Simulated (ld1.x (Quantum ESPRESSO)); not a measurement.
## Configuration tests for Mo (Z = 42) (TM)

- Element: Mo
- Generator: ld1.x (Quantum ESPRESSO) 7.5
- Type: norm-conserving Troullier–Martins (Kleinman–Bylander form)
- Functional: PBE
- Relativity: scalar-relativistic
- Frozen core: [Ar] 3d10
- Valence charge: 14
- Reference configuration: 4s2 4p6 4d4 5s0 5p0 (charge +2)
- Partial waves: 4p (bound): rc 1.30 bohr; 4d (bound): rc 2.15 bohr; 4s (bound): rc 1.25 bohr
- Local potential: the s channel
- Core correction: Bessel-smoothed model core inside 0.70 bohr

Energies are relative to the spin-unpolarised reference configuration 4s2 4p6 4d4 5s0 5p0; without spin polarisation the order of configurations can differ from experiment.

```json
{"valence configuration": "4s2 4p6 4d5 5s1 5p0", "charge": "0", "ΔE all-electron (eV)": "-22.352", "error AE − PS (meV)": "+87"}
{"valence configuration": "4s2 4p6 4d3 5s0 5p0", "charge": "+3", "ΔE all-electron (eV)": "26.744", "error AE − PS (meV)": "+7.2"}
{"valence configuration": "4s2 4p6 4d4 5s2 5p0", "charge": "0", "ΔE all-electron (eV)": "-22.153", "error AE − PS (meV)": "+208"}
{"valence configuration": "4s2 4p6 4d5.5 5s0.5 5p0", "charge": "0", "ΔE all-electron (eV)": "-22.072", "error AE − PS (meV)": "+42"}
{"valence configuration": "4s2 4p6 4d5 5s0 5p1", "charge": "0", "ΔE all-electron (eV)": "-19.211", "error AE − PS (meV)": "+28"}
```

Question: What are ΔE and the potential's error for 4s2 4p6 4d5 5s0 5p0?

Answer: ΔE = -15.462 eV all-electron; the error (AE − PS) is +2.3 meV.

Question: What are ΔE and the potential's error for 4s2 4p6 4d4 5s1 5p1?

Answer: ΔE = -18.612 eV all-electron; the error (AE − PS) is +151 meV.

Levels in the configuration 4s2 4p6 4d5 5s0 5p0:

```
level  all-electron (eV)  pseudo (eV)
   4s            -71.114      -71.134
   4p            -45.289      -45.301
   4d            -10.414      -10.417
```
